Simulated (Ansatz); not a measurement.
C$_{2}$H$_{7}$O (SMILES C[OH+]C), charge +1, singlet, geometry from GFN2-xTB. Base run: Ansatz (a program for electronic structure) with PBE/6-311G**.

The Ansatz input:
Ansatz 0.2 input:
```yaml
crystal:
  periodic: [false, false, false]
  atoms:
    - {symbol: C, position_ang: [1.10967298, 0.54922356, 0.04860559]}
    - {symbol: O, position_ang: [0.03350020, -0.26768774, -0.47828916]}
    - {symbol: C, position_ang: [-1.16420259, -0.25473849, 0.33929896]}
    - {symbol: H, position_ang: [1.40258613, 0.23749568, 1.05185818]}
    - {symbol: H, position_ang: [0.76404907, 1.58231963, 0.06944989]}
    - {symbol: H, position_ang: [1.95603381, 0.47188039, -0.63243928]}
    - {symbol: H, position_ang: [0.34834441, -1.19130007, -0.56990702]}
    - {symbol: H, position_ang: [-1.90557419, -0.89344774, -0.13876942]}
    - {symbol: H, position_ang: [-1.53957651, 0.76783903, 0.36394651]}
    - {symbol: H, position_ang: [-0.96668669, -0.60019546, 1.35474718]}
basis:
  gaussian:
    orbitals: 6-311G__.json
hamiltonian:
  xc: pbe
total_charge: 1
```
The basis file holds 6-311G** in the JSON format of the Basis Set Exchange.

Each row names what was changed in the base input (with any setting that the change needs).

```
change                                                           ΔE vs base (kcal/mol)
---------------------------------------------------------------  ---------------------
base                                                                             0.000
nuclear_model = gaussian                                                         0.012
point_charge = charge:0.5 position_ang:-0.4541, 3.66, 3.7665                     30.05
accuracy = high                                                                  0.004
final_grid = 6, 12, 29                                                          -0.005
point_charge = charge:1.0 position_ang:-4.3223, -2.7319, 0.3813                   66.5
lower_state_search = full                                                        0.000
final_grid = 4, 8, 17                                                                ?
lower_state_search = off                                                         0.000
fitting.mean_field = cc-pVTZ-JKFIT                                              -0.023
lower_state_search = light                                                       0.000
```

**Question.** What belongs in the gaps?

**Answer.** 
- final_grid = 4, 8, 17, ΔE vs base (kcal/mol): -0.063
